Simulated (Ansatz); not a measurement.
C3H3, SMILES `C1=C[CH-]1` (singlet; the order of the spin states depends on the level) (charge -1, multiplicity 1). This singlet lies 0.39 eV below the relaxed triplet at the level frozen-core CCSD(T)/aug-cc-pVTZ // B3LYP-D3(BJ)/def2-TZVP (Ansatz, an electronic-structure program); other levels give the other order.

Computed with PBE/aug-cc-pVTZ // B3LYP-D3(BJ)/def2-TZVP run with Ansatz.

Ansatz 0.2 input:
```yaml
crystal:
  periodic: [false, false, false]
  atoms:
    - { symbol: C, position_ang: [-0.394446, -0.618099, 0.250264] }
    - { symbol: C, position_ang: [-0.288924, 0.641311, -0.016713] }
    - { symbol: C, position_ang: [0.91706, 0.057158, 0.829213] }
    - { symbol: H, position_ang: [-1.104892, -1.435089, 0.328789] }
    - { symbol: H, position_ang: [-0.857103, 1.522418, -0.298126] }
    - { symbol: H, position_ang: [1.728311, -0.167696, 0.088148] }
basis:
  gaussian: { orbitals: aug-cc-pVTZ }
hamiltonian:
  xc: pbe
total_charge: -1
```

Output:

```
Functional definition: PBE
783 factors; their error is unknown
mean field evaluation 1: about -3146.4986 eV, gradient 4.3e1 eV
mean field evaluation 2: about -3052.4178 eV, gradient 1.3e2 eV
mean field evaluation 4: about -3151.4481 eV, gradient 1.2e1 eV
mean field evaluation 8: about -3151.8290 eV, gradient 4.8e-1 eV
mean field evaluation 16: about -3151.8074 eV, gradient 3.8e-3 eV
mean field evaluation 32: about -3151.8074 eV, gradient 6.1e-6 eV
mean field evaluation 64: about -3151.5896 eV, gradient 3.9e0 eV
mean field -3151.80741240 eV, -115.8267860338 hartree, gradient 6.1e-6 eV, S^2 0.000000; 7 other end points of the search recorded, 0 dependent functions left out
reference -3151.80745091 eV, -115.8267874491 hartree; 11, 11 occupied and 196, 196 virtual orbitals, 783 factors
Total energy: -3151.80745091 eV, -115.8267874491 hartree
```
